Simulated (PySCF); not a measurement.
**Which basis set comes closest?**

Molecule: `CCCC(=O)OC`, C5H10O2.

Atom-mapped SMILES (the numbers label the heavy atoms): `[CH3:1][CH2:2][CH2:3][C:4](=[O:5])[O:6][CH3:7]` (H(Xn): hydrogen on atom n).

Geometry PBE0-D3(BJ)/def2-SVP throughout; GIAO in PySCF 2.14, gas phase, one conformer, non-relativistic; equivalent atoms averaged; functional PBE0.

Reference values (measured; solution, not stated per compound (mostly CDCl3 or CCl4); Pretsch, Buehlmann, Badertscher, Structure Determination of Organic Compounds, 4th ed. (2009)): δ(C3) = 35.6 ppm, δ(C2) = 18.9 ppm, δ(C1) = 13.8 ppm, δ(H(C3)) = 2.22 ppm, δ(H(C2)) = 1.65 ppm, δ(H(C1)) = 0.98 ppm. Computed shifts are taken against TMS, calculated as an isolated molecule at each level.

Question: How do the basis sets STO-3G, pcSseg-0, 6-31G, 6-31G*, cc-pVDZ, def2-SVP, pcSseg-1, 6-311+G(2d,p), aug-cc-pVDZ, def2-TZVP perform against the reference? Times are CPU seconds on shared hosts with different chips, so compare them loosely.

Answer: 
```
    basis set  functions    C3    C2    C1  H(C3)  H(C2)  H(C1)  mean abs. error C  mean abs. error H  core-s
       STO-3G         45  29.8  24.2  19.5   1.88   1.27   0.61                5.6               0.36     4.4
     pcSseg-0         83  39.0  18.2  15.9   2.41   1.59   1.01                2.1               0.09     6.4
        6-31G         83  35.5  18.4  14.7   2.41   1.70   1.06                0.5               0.11     8.8
       6-31G*        118  33.2  18.4  14.2   2.12   1.63   0.94                1.1               0.05      13
      cc-pVDZ        148  35.3  20.4  15.0   2.02   1.49   0.82                1.0               0.17      14
     def2-SVP        148  33.3  17.6  13.6   1.97   1.39   0.75                1.3               0.25      13
     pcSseg-1        169  35.9  19.2  14.7   2.16   1.52   0.90                0.5               0.09      34
6-311+G(2d,p)        249  35.4  19.2  13.7   2.25   1.62   0.86                0.2               0.06      37
  aug-cc-pVDZ        251  35.1  20.1  13.9   2.30   1.69   0.91                0.6               0.06      32
    def2-TZVP        277  36.2  19.9  14.5   2.22   1.62   0.86                0.8               0.05      35
```

For ¹³C the closest is 6-311+G(2d,p) (0.2 ppm, with pcSseg-1, 6-31G practically level) and the furthest STO-3G (5.6 ppm).

For ¹H the closest is def2-TZVP (0.05 ppm, with 6-31G*, 6-311+G(2d,p), aug-cc-pVDZ practically level) and the furthest STO-3G (0.36 ppm). Where a smaller basis beats a larger one, errors probably cancel. One molecule is a small sample, and vibrational and solvent effects are absent from the calculation.

A small basis that lands close on one nucleus may do so by chance; judge by the trend and by all nuclei.
